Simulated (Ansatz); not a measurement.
Reactions of C₃H₅FTe, SMILES `C[Te]C=CF`.

Computed with Ansatz on PBE0-D4/def2-TZVP structures; ΔE is electronic, products minus reactants. CCSD(T)/CBS adds triple-zeta CCSD(T) − MP2 to the extrapolated MP2 energy (def2 sets, frozen cores). This one scheme is used for every species. Double bonds are as drawn, so ΔE can hold a change between cis and trans. DFT in def2-TZVPP. def2 core potentials past Kr. For Ge, Te outer-core shells are correlated without core-valence functions, which leaves a few kJ/mol of doubt a bond. Scalar relativity is left out up to krypton. One conformer a species, not always the lowest.

| reaction | PBE0-D4 (kJ/mol) | MP2/CBS(def2) (kJ/mol) | r2SCAN-D4 (kJ/mol) | CCSD(T)/CBS(def2) (kJ/mol) |
| --- | --- | --- | --- | --- |
| `C[Te]/C=C/F` + `F[CH2][GeH3]` → `C[Te][GeH3]` + `F/C=C\CF` | -104 | -95 | -101 | -94 |
| `C[Te]/C=C/F` + GeH₄ → `C[Te][GeH3]` + `C=CF` | -95 | -92 | -93 | -90 |
| `C[Te]/C=C/F` + `C=C(F)/C=C/F` → `C=C(F)[Te]C` + `F/C=C\C=C/F` | 7 | 8 | 5 | 8 |
| `C[Te]/C=C/F` + `CC` → `CC[Te]C` + `C=CF` | 8 | 5 | 8 | 4 |
| `C[Te]/C=C/F` + `N[SiH2]F` → `C[Te][SiH](N)F` + `C=CF` | -89 | -81 | -87 | -81 |

Largest T1 diagnostic: 0.013, for `F/C=C\C=C/F`.
